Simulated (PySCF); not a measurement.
**In⁺ (indium, charge +1) across methods**

[Kr] 4d10 5s1 5d1, high-spin 3D determinant (an excited configuration). Calculation: PySCF 2.14, in x2c-TZVPPall with one added diffuse shell each of s, p, d, f type (9s7p5d3f, 76 functions); scalar relativity by spin-free X2C-1e.

| method | E (hartree) | mean ε 4d β (eV) | mean ε 5s α (eV) | mean ε 5d α (eV) | Σ⟨r²⟩ (bohr²) | ⟨S²⟩ |
| --- | --- | --- | --- | --- | --- | --- |
| PBE0 | -5879.92 | -33.056 | -19.466 | -5.252 | 65.05 | 2.000 |
| PBE | -5879.84 | -30.493 | -18.568 | -4.936 | 63.97 | 2.000 |
| wB97X | -5880.43 | -35.713 | -21.545 | -6.087 | 67.11 | 2.000 |
| r2SCAN | -5880.26 | -31.059 | -18.633 | -4.873 | 64.12 | 2.001 |
| LDA | -5874.40 | -30.736 | -19.017 | -4.853 | 64.05 | 2.000 |
| M06-2X | -5880.75 | -35.633 | -19.957 | -5.535 | 65.31 | 2.000 |
| UHF | -5877.63875 | -39.666 | -21.562 | -5.866 | 70.39 | 2.001 |
| wB97M-V | -5879.84 | -35.654 | -21.513 | -6.024 | 65.88 | 2.000 |
| TPSS | -5880.01 | -30.509 | -18.419 | -4.859 | 63.91 | 2.001 |

The outer electron is Rydberg-like, and this basis confines it to a smaller radius and binds it less than a complete one would.
